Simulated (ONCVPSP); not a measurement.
**Which change was made? (Au, ONCV)**

ONCVPSP 4.0.1 input, shortened (lines: element, Z, core and valence counts, functional; n l f; lmax; l rc ep ncon nbas qcut; lloc lpopt rc5 dvloc0; l nproj debl; icmod fcfact rcfact), PBEsol, scalar-relativistic:

```
  Au 79.00   12    2  -116133      upf
    1    0    2.00
    2    0    2.00
    2    1    6.00
    3    0    2.00
    3    1    6.00
    3    2   10.00
    4    0    2.00
    4    1    6.00
    4    2   10.00
    4    3   14.00
    5    0    2.00
    5    1    6.00
    5    2   10.00
    6    0    1.00
    3
    0    2.40    0.00    4    8    2.60
    1    2.20    0.03    4    9    3.70
    2    2.10    0.00    3    8    7.80
    3    2.10    0.10    4    9    5.00
    3    5    2.10    0.00
    0    2    3.60
    1    2    2.40
    2    2    0.70
    3    0    1.10
    0    0.00    0.00
```

Cutoffs, loose and tight: the cutoffs (Ha) at which the residual kinetic energy of the hardest occupied pseudo-wave falls to 1 and 0.1 mHa per electron. They do not see the model core or the augmentation charge, which bear on the density cutoff. Test errors are all-electron minus pseudo excitation energies from the reference, over the configurations 5d10 6s0; 5d9 6s0; 5d8 6s0; 5d9 6s1 6p1; variants that change the core or the reference have their own tests.

The base gives: outcome: generated; cutoff, loose: 19 Ha; cutoff, tight: 27 Ha; bound ghosts: s, p; GHOST(+) flags above zero: p; largest test error (meV): -64.

(1) After one change the result is: outcome: generated; cutoff, loose: 25 Ha; cutoff, tight: 30 Ha; bound ghosts: s, p; GHOST(+) flags above zero: p; largest test error (meV): -109. Which change was it?
A. s: qcut 2.3
B. s: qcut 2.9
C. s: qcut 1.7
D. s: qcut 3.5

Results:

(1) C. The others give: s: qcut 3.5 → outcome: failed: ERROR pspot: first pseudo wave function has node, program will stop | s: qcut 2.3 → outcome: generated; cutoff, loose: 19 Ha; cutoff, tight: 29 Ha; bound ghosts: s, p; GHOST(+) flags above zero: p; largest test error (meV): -81 | s: qcut 2.9 → outcome: generated; cutoff, loose: 19 Ha; cutoff, tight: 24 Ha; bound ghosts: s, p; GHOST(+) flags above zero: p; largest test error (meV): -51.
